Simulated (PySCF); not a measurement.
## A small calculation by hand: refractive index and permittivity of the vapour

ReOCl5, SMILES [O]=[Re]([Cl])([Cl])([Cl])([Cl])[Cl], multiplicity 1.

Geometry: B3LYP-D3(BJ)/def2-SVP. The spin state was assumed, not searched. The def2 effective core potentials stand for the cores of Re; spin–orbit coupling is left out.

CAM-B3LYP/def2-TZVP (PySCF) gives a mean static polarisability of 130.8 bohr³ and a dipole moment of 1.08 D. Take an ideal gas at 298.15 K and 1 bar, whether or not the substance is that volatile.

Task: Work out n − 1 in the optical limit and the static ε − 1.

Result: 
Polarisability volume α' = 130.8 × 0.148185 = 19.38 Å³. Number density N = p/kT = 2.43e-5 Å⁻³.
Dilute limit of Lorentz–Lorenz: n − 1 = 2π N α' = 0.0030.
Orientation term of Debye: μ²/(3kT) = 8.098 Å³ × μ²(D²) = 9.45 Å³.
ε − 1 = 4π N (α' + μ²/3kT) = 0.0088. Orientation of the dipole supplies 33 % of the static response; it can't follow optical fields. Vibrational polarisation and dispersion are left out.
